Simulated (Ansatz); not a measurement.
Two structures of GaH5Se, closed shell, reached by relaxing down either side of one saddle point (PBE0-D4/def2-TZVP). Energies are electronic, without zero-point energy. Ansatz 0.2.0; basis: def2-TZVPP and def2-QZVPP; cores frozen in the correlated methods. Filled d shells of the heavier atoms are correlated. The def2 sets are not built for correlating such inner shells, so the correlated values are less sure here. Extrapolation: Hartree–Fock as exp(−7.88 √X), correlation as X^−2.97. First:

| atom | x (Å) | y (Å) | z (Å) |
| --- | --- | --- | --- |
| Ga1 | -0.8942 | -0.2113 | -0.7425 |
| H2 | 0.1653 | 0.1328 | -1.8550 |
| H3 | -1.2132 | -1.7214 | -0.4287 |
| H4 | -1.9279 | 0.8925 | -0.3019 |
| H5 | 1.8640 | -0.6194 | 0.9014 |
| Se6 | 0.7084 | 0.1234 | 1.4206 |
| H7 | 1.2976 | 1.4032 | 1.0062 |

Second:

Ga1  (-0.846, -0.182, 0.189)
H2  (0.850, -0.349, -2.029)
H3  (-1.293, -1.625, -0.202)
H4  (-1.318, 1.147, -0.477)
H5  (1.327, -0.348, -1.450)
Se6  (0.602, -0.055, 2.008)
H7  (0.677, 1.411, 1.961)
(Å)

Q: Which bonds change from the first to the second?

A: GaH₃ + H₂Se → GaH₃Se ([GaH2][SeH]) + H₂; bonds formed: H2–H5; dative contacts that become bonds: Ga1–Se6; bonds broken: Ga1–H2, H5–Se6.

Q: Give the saddle point's structure and its height above each. (To be estimated.)

A: The calculation gives: 64.9 kJ/mol above the first and 123.5 kJ/mol above the second (CCSD(T) at an estimated basis limit (MP2 extrapolated from triple and quadruple zeta, plus CCSD(T) − MP2 in triple zeta)).
```xyz
7
angstrom
Ga -0.8133 -0.2434 -0.4533
H 0.6501 -0.2047 -1.3183
H -1.3342 -1.7064 -0.4156
H -1.5217 1.1363 -0.5288
H 1.0688 -0.1784 -0.2251
Se 0.9477 -0.1352 1.4918
H 1.0027 1.3317 1.4492
```

T1 diagnostic: at most 0.012.

Exchanges of this kind with a chalcogen hydride build sulfide and selenide films.

Labels in which every atom is bracketed show which atoms are joined, not bond orders.

For scale, one of the runs: CCSD(T)/def2-TZVPP, 166 basis functions, launched by `ansatz run in.yaml --threads 2 --pin off --events-out ev --progress --plain --max-ram 4352MiB`. Hardware: 2 CPU threads of an Arm Neoverse V2, shared host. Wall time 43 s; peak host memory 1.3 GiB.
